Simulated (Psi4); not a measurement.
Cl3OTa, singlet, geometry from GFN2-xTB (such geometries of metal compounds can be far from the true shape) (core potentials on Ta).

Psi4 was given this input:
```
memory 2 GB

molecule mol {
0 1
  Ta    0.156651    0.088500   -0.150027
  O     1.288746    0.728075   -1.234251
  Cl    1.086937   -0.915896    1.590304
  Cl   -1.170723   -1.427165   -1.068631
  Cl   -1.195361    1.620410    0.703384
}

set basis def2-svp
set reference rks

energy('b3lyp')
print_variables()
```

**Question.** What does this run give for the total energy, nuclear repulsion energy, dipole moment, number of basis functions?

**Answer.** 
```json
{
 "total_energy": "-1512.669392 Ha",
 "nuclear_repulsion_energy": "387.0326 Eh",
 "dipole_moment": "1.45 D",
 "number_of_basis_functions": "100"
}
```
